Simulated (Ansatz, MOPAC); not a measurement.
Molecule: SiBrF2, charge 1, multiplicity 1. SMILES of the parent species: F[Si](F)Br

Atoms: Si1, Br2, F3, F4. Bonds: Si1-Br2, Si1-F3, Si1-F4.

Bond lengths (Å) and angles (degrees) optimised at AM1 with MOPAC; PM6 with MOPAC; HF/3-21G with Ansatz (a program for electronic structure); PBE/6-31G* with LANL2DZ past Ar with Ansatz; B3LYP/LANL2DZ with Ansatz; MP2/6-31G* with LANL2DZ past Ar with Ansatz, each started from the B3LYP-D3(BJ)/def2-TZVP structure (Ansatz) of the last column. A row stands for all coordinates that are equal there. 6-31G* holds six Cartesian d functions. No wavenumbers were computed at PBE/6-31G* with LANL2DZ past Ar, B3LYP/LANL2DZ, MP2/6-31G* with LANL2DZ past Ar, so these may be saddle points.

| coordinate | AM1 | PM6 | HF/3-21G | PBE/6-31G* with LANL2DZ past Ar | B3LYP/LANL2DZ | MP2/6-31G* with LANL2DZ past Ar | B3LYP-D3(BJ)/def2-TZVP |
|---|---|---|---|---|---|---|---|
| Si1-Br2 | 2.169 | 1.924 | 2.183 | 2.131 | 2.216 | 2.105 | 2.086 |
| Si1-F3 | 1.583 | 1.547 | 1.577 | 1.566 | 1.621 | 1.555 | 1.536 |
| Br2-Si1-F3 | 124.4 | 123.0 | 124.2 | 122.0 | 123.4 | 122.2 | 122.6 |
| F3-Si1-F4 | 111.3 | 114.0 | 111.7 | 115.9 | 113.3 | 115.7 | 114.8 |

Mean signed difference of all 3 bond lengths from B3LYP-D3(BJ)/def2-TZVP: AM1 0.059 Å, PM6 -0.046 Å, HF/3-21G 0.060 Å, PBE/6-31G* with LANL2DZ past Ar 0.035 Å, B3LYP/LANL2DZ 0.100 Å, MP2/6-31G* with LANL2DZ past Ar 0.019 Å.
